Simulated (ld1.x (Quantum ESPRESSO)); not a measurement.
**PBE RRKJ dataset for Nb, fully relativistic all-electron reference.**

Nb, norm-conserving RRKJ (Kleinman–Bylander form), made with ld1.x (Quantum ESPRESSO) 7.5 (PBE, fully relativistic). Core [Ar] 3d10, reference 4s2 4p6 4d4 5s1 5p0. Waves: 4p (bound): rc 1.45 bohr; 4d (bound): rc 2.70 bohr; 4s (bound): rc 1.45 bohr. Local part: the s channel. Core correction: none.

Open shells are filled in proportion to 2j + 1 (rel_dist='average').

Occupied shells without a wave of their own: 5s. They enter only through the test configuration that unscreens the potential.

All-electron outer shells of the reference configuration (PBE, scalar-relativistic, ld1.x):

```tsv
shell	level (eV)	outermost node (bohr)	outermost maximum (bohr)
3p	-346.84	0.17	0.39
3d	-196.29	–	0.33
4s	-58.39	0.53	1.04
4p	-34.52	0.54	1.12
5s	-3.98	1.41	3.08
4d	-3.04	0.55	1.49
5p	-1.11	1.63	4.26
```

(1) Tests: 4s2 4p6 4d4 5s0 5p0; 4s2 4p6 4d3 5s0 5p0; 4s2 4p6 4d2 5s0 5p0; 4s2 4p6 4d1 5s0 5p0; 4s2 4p6 4d3 5s2 5p0; 4s2 4p6 4d3 5s1 5p1; 4s2 4p5 4d4 5s1 5p0. Which has the largest error in its energy relative to the reference configuration, and how large is it?

A Bessel basis up to 400 Ry misses an occupied level by 0.05 Ry, so cutoffs and ghosts were not judged.

Answers

(1) 4s2 4p6 4d2 5s0 5p0, with -401 meV (all-electron minus pseudo) on +45.40 eV.
